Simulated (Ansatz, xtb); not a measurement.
**Two isomers of C5H12B2**

We compare I, `B1CBCCCC1`, a singlet, with II, `B[C@@H]1BC[C@H](C)C1`, a singlet. Both are isolated molecules in the gas phase, relaxed with PBE0-D3(BJ)/def2-SVP; the shapes shown needn't be the lowest conformers.

I (Å):

```yaml
atoms:
  - { symbol: C, position_ang: [-0.0734, 1.0333, -1.4383] }
  - { symbol: C, position_ang: [0.8375, -0.3122, 0.7840] }
  - { symbol: C, position_ang: [-0.3314, -1.2939, 0.7251] }
  - { symbol: C, position_ang: [-0.3321, -2.2078, -0.5002] }
  - { symbol: C, position_ang: [-0.8158, -1.5729, -1.8186] }
  - { symbol: B, position_ang: [-0.0412, -0.2811, -2.2820] }
  - { symbol: B, position_ang: [0.9864, 0.7986, -0.3085] }
  - { symbol: H, position_ang: [0.6331, -0.3062, -3.2931] }
  - { symbol: H, position_ang: [0.1199, 1.9474, -2.0139] }
  - { symbol: H, position_ang: [-1.0475, 1.0745, -0.9147] }
  - { symbol: H, position_ang: [1.9846, 1.4899, -0.2664] }
  - { symbol: H, position_ang: [0.8460, 0.2320, 1.7509] }
  - { symbol: H, position_ang: [1.7979, -0.8661, 0.8150] }
  - { symbol: H, position_ang: [-1.2908, -0.7465, 0.7702] }
  - { symbol: H, position_ang: [-0.3133, -1.9281, 1.6271] }
  - { symbol: H, position_ang: [-0.9706, -3.0818, -0.2901] }
  - { symbol: H, position_ang: [0.6860, -2.6161, -0.6367] }
  - { symbol: H, position_ang: [-0.8077, -2.3447, -2.6044] }
  - { symbol: H, position_ang: [-1.8757, -1.2823, -1.6780] }
```

II (Å):

```xyz
19

C    -0.8740   -0.2076   -0.4131
C    -0.4713    2.1234   -1.3138
C    -0.9495    2.1914    0.1447
C    -0.3923    3.3470    0.9578
C    -0.6178    0.8029    0.7076
B    -0.1146   -1.5266   -0.5816
B    -0.6699    0.6319   -1.7425
H     0.9632   -1.6904   -0.0494
H    -0.5402   -2.3934   -1.3117
H    -1.9647   -0.3674   -0.6072
H    -0.6886    0.1916   -2.8675
H    -0.8714    2.9024   -1.9809
H     0.6367    2.2426   -1.3420
H    -2.0525    2.2853    0.1222
H     0.7086    3.2976    1.0033
H    -0.6645    4.3189    0.5176
H    -0.7694    3.3321    1.9926
H     0.4529    0.7649    0.9792
H    -1.1792    0.5785    1.6290
```

Quicker runs give these differences E(II) − E(I): GFN2-xTB −3.6 kcal/mol; HF/STO-3G +10.6 kcal/mol (at GFN2-xTB geometries); r2SCAN-D4/def2-SVP +13.2 kcal/mol (at GFN2-xTB geometries).

Problem. Which of the two would you expect CCSD(T)/def2-SVP + ΔMP2/def2-TZVPP electronic energies to favour?

Solution. Structure I; the calculation gives E(II) − E(I) = +10.0 kcal/mol.

The same difference at several levels:

```json
{"level": "GFN2-xTB", "geometry": "GFN2-xTB", "E(II) − E(I) (kcal/mol)": "−3.6", "departure from the last row (kcal/mol)": "−13.6", "job, with rough time for the two": "optimisation, 0.19 s"}
{"level": "HF/STO-3G", "geometry": "GFN2-xTB", "E(II) − E(I) (kcal/mol)": "+10.6", "departure from the last row (kcal/mol)": "+0.6", "job, with rough time for the two": "single point, 0.46 s"}
{"level": "r2SCAN-D4/def2-SVP", "geometry": "GFN2-xTB", "E(II) − E(I) (kcal/mol)": "+13.2", "departure from the last row (kcal/mol)": "+3.2", "job, with rough time for the two": "single point, 4.5 s"}
{"level": "PBE0-D3(BJ)/def2-SVP", "geometry": "PBE0-D3(BJ)/def2-SVP", "E(II) − E(I) (kcal/mol)": "+11.9", "departure from the last row (kcal/mol)": "+1.8", "job, with rough time for the two": "optimisation, 53 s"}
{"level": "HF/def2-SVP", "geometry": "PBE0-D3(BJ)/def2-SVP", "E(II) − E(I) (kcal/mol)": "+10.6", "departure from the last row (kcal/mol)": "+0.5", "job, with rough time for the two": "part of the CCSD(T) run"}
{"level": "MP2/def2-SVP", "geometry": "PBE0-D3(BJ)/def2-SVP", "E(II) − E(I) (kcal/mol)": "+9.6", "departure from the last row (kcal/mol)": "−0.5", "job, with rough time for the two": "part of the CCSD(T) run"}
{"level": "CCSD(T)/def2-SVP", "geometry": "PBE0-D3(BJ)/def2-SVP", "E(II) − E(I) (kcal/mol)": "+10.0", "departure from the last row (kcal/mol)": "−0.1", "job, with rough time for the two": "single point"}
{"level": "CCSD(T)/def2-SVP + ΔMP2/def2-TZVPP", "geometry": "PBE0-D3(BJ)/def2-SVP", "E(II) − E(I) (kcal/mol)": "+10.0", "departure from the last row (kcal/mol)": "", "job, with rough time for the two": "single point, 1.9 min"}
```

As drawn, II has 1 C–C, 1 B–H in place of 1 C–B, 1 C–H. Structure I has a 7-membered ring, II a 5-membered ring.

GFN2-xTB puts the two in the other order. The largest departure from CCSD(T)/def2-SVP + ΔMP2/def2-TZVPP is that of GFN2-xTB, 13.6 kcal/mol. The last row adds to CCSD(T) the change of the MP2 difference between the two basis sets, here +0.1 kcal/mol.

With thermal terms from frequencies at re-optimised GFN2-xTB minima (ideal gas, soft modes damped towards free rotors, one conformer each, 298.15 K, 1 atm): the zero-point term adds −1.8 kcal/mol; ΔH is +8.5 and ΔG +8.1 kcal/mol.

The correlated steps freeze 7 core orbitals. Mirror images aren't counted in ΔG. Run with Ansatz 0.2.0, xtb 6.7.1; the last row on 4 threads of Arm Neoverse V1 on a shared host.
